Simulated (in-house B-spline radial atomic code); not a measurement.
# Hg³⁺: [Ar] 3d10 4s2 (4p1/2)1 (4p3/2)4 4d10 4f14 5s2 5p6 5d10 (with a hole in an inner shell)

All numbers are computed (Dirac-Kohn-Sham relativistic LDA, spherical fractional occupations; Fermi nucleus of rms radius 5.4648 fm) with a radial B-spline atomic code at the basis-set limit, not measured.

Screening seen three ways: the hydrogenic charge with the same mean radius, Z_r = [3n² - l(l+1)]/(2<r>), the one with the same energy, Z_e = n√(-2ε), and Slater's rules. Values are occupation-weighted means over j. An effective charge above Z reflects the relativistic contraction of the inner shells.

```json
{"shell": "1s", "electrons": "2", "ε (eV)": "-82464", "<r> (bohr)": "0.01667", "Z_r": "89.97", "Z_e": "77.85", "Slater": "79.70"}
{"shell": "2s", "electrons": "2", "ε (eV)": "-14669", "<r> (bohr)": "0.06954", "Z_r": "86.28", "Z_e": "65.67", "Slater": "75.85"}
{"shell": "2p", "electrons": "6", "ε (eV)": "-12812", "<r> (bohr)": "0.06289", "Z_r": "79.51", "Z_e": "61.37", "Slater": "75.85"}
{"shell": "3s", "electrons": "2", "ε (eV)": "-3523.8", "<r> (bohr)": "0.1807", "Z_r": "74.70", "Z_e": "48.28", "Slater": "68.75"}
{"shell": "3p", "electrons": "6", "ε (eV)": "-2977", "<r> (bohr)": "0.1814", "Z_r": "68.90", "Z_e": "44.38", "Slater": "68.75"}
{"shell": "3d", "electrons": "10", "ε (eV)": "-2340.6", "<r> (bohr)": "0.1652", "Z_r": "63.56", "Z_e": "39.35", "Slater": "58.85"}
{"shell": "4s", "electrons": "2", "ε (eV)": "-812.44", "<r> (bohr)": "0.3993", "Z_r": "60.11", "Z_e": "30.91", "Slater": "52.60"}
{"shell": "4p", "electrons": "5", "ε (eV)": "-615.88", "<r> (bohr)": "0.4277", "Z_r": "53.78", "Z_e": "26.91", "Slater": "52.60"}
{"shell": "4d", "electrons": "10", "ε (eV)": "-396.71", "<r> (bohr)": "0.4466", "Z_r": "47.03", "Z_e": "21.60", "Slater": "41.85"}
{"shell": "5s", "electrons": "2", "ε (eV)": "-156.64", "<r> (bohr)": "0.8904", "Z_r": "42.11", "Z_e": "16.97", "Slater": "23.20"}
{"shell": "4f", "electrons": "14", "ε (eV)": "-144.84", "<r> (bohr)": "0.4729", "Z_r": "38.06", "Z_e": "13.05", "Slater": "30.45"}
{"shell": "5p", "electrons": "6", "ε (eV)": "-105.37", "<r> (bohr)": "1.014", "Z_r": "35.98", "Z_e": "13.91", "Slater": "23.20"}
{"shell": "5d", "electrons": "10", "ε (eV)": "-44.541", "<r> (bohr)": "1.351", "Z_r": "25.54", "Z_e": "9.05", "Slater": "9.85"}
```

The least bound orbital is 5d5/2 at -43.64 eV, and it is also the most diffuse (<r> = 1.368 bohr). The part-filled 4p shell lies below the filled 5d shell in orbital energy.

For the 1s electron the small component carries 9.18 % of the norm, the zero-frequency Breit interaction raises the level by 311.9 eV, self-energy by 201 eV, and vacuum polarisation lowers it by 41.57 eV.
